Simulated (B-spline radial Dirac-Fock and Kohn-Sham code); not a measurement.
## K-line shifts caused by a second vacancy in Ba⁴⁴⁺

System: Ba⁴⁴⁺, configuration [Ne] 3s2.

The run's input, task.json:

```json
{"items": [{
  "Z": 56,
  "q": 44,
  "cfg": [[1, 0, 2], [2, 0, 2], [2, 1, 6], [3, 0, 2]],
  "A": 138,
  "rrms": 4.8378,
  "do": ["binding", "quiet", "double"]
}]}
```

Run with: `python xray_run.py task.json out`

Model: Dirac-Fock energy differences between relaxed states, corrected for Breit and QED terms. Program: a B-spline atomic structure program. Each two-hole energy is an average over J within one jj subconfiguration, not an observable level; in light atoms, where LS coupling holds, the j-resolved values are not observed lines, and for a K spectator the Kα1 hypersatellite is nearly forbidden. No correlation.

Lines without a spectator: Kα2 (K-L2) 31976.5 eV, Kα1 (K-L3) 32368.2 eV. Shifts in eV with one spectator hole (a dash: not computed, or left out as unreliable):

```
spectator hole     Kα2     Kα1
        K (1s)  +671.7  +699.9
    L2 (2p1/2)   +85.0  +107.8
    L3 (2p3/2)   +79.5   +81.6
```

With n spectator holes in 2p, averaged over the 2p shell (energies in eV):

```csv
n,KαLⁿ,step,hypersatellite KαʰLⁿ
0,32237.6,–,32928.2
1,32325.9,+88.2,33018.1
2,32415.7,+89.8,33109.7
3,32507.2,+91.4,33202.8
4,32600.2,+93.0,33297.6
5,32694.9,+94.6,33394.0
```
